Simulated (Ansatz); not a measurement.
Ansatz (a quantum-chemistry and plane-wave program) input file for Cl₃Ge, SMILES [Cl][Ge]([Cl])[Cl] (connectivity only; charge and spin as stated), charge +1, multiplicity 1, PBE0/def2-SVPD. Coordinates come from a B3LYP-D3(BJ)/def2-SVP optimisation. The spin state was assumed, not searched. The isomer is the one that the SMILES or the coordinates give; other isomers of the formula were not compared.

Ansatz 0.2 input:
```yaml
crystal:
  periodic: [false, false, false]
  atoms:
    - {symbol: Cl, position_ang: [2.07391189, 0.00000000, -0.00000000]}
    - {symbol: Ge, position_ang: [0.00000000, -0.00000000, 0.00000000]}
    - {symbol: Cl, position_ang: [-1.03695595, -1.79606039, -0.00000000]}
    - {symbol: Cl, position_ang: [-1.03695595, 1.79606039, -0.00000000]}
basis:
  gaussian:
    orbitals: def2-SVPD
hamiltonian:
  xc: {name: PBE0}
total_charge: 1
```

Log of the run:

```
WARN ansatz: RAYON_NUM_THREADS=1 ignored (pool sized by the plan → 1); use --threads N
Functional definition: PBE0
integrals: 0.08 GiB planned
1102 factors; integrals over basis functions are off by at most 4.7e-4 eV
mean field: 0.67 GiB planned
mean field evaluation 1: about -94040.0767 eV, gradient 3.2e1 eV
mean field evaluation 2: about -94037.9700 eV, gradient 4.6e1 eV
mean field evaluation 4: about -94042.4207 eV, gradient 3.4e-1 eV
mean field evaluation 8: about -94042.4402 eV, gradient 3.2e-2 eV
mean field evaluation 16: about -94042.4402 eV, gradient 2.6e-5 eV
mean field -94042.44016925 eV, -3455.9959319646 hartree, gradient 2.6e-5 eV, S^2 0.000000; 0 other end points of the search recorded, 0 dependent functions left out
reference -94042.44021281 eV, -3455.9959335653 hartree; 41, 41 occupied and 78, 78 virtual orbitals, 1102 factors
Total energy: -94042.44021281 eV, -3455.9959335653 hartree
```

Self-consistency was reached.
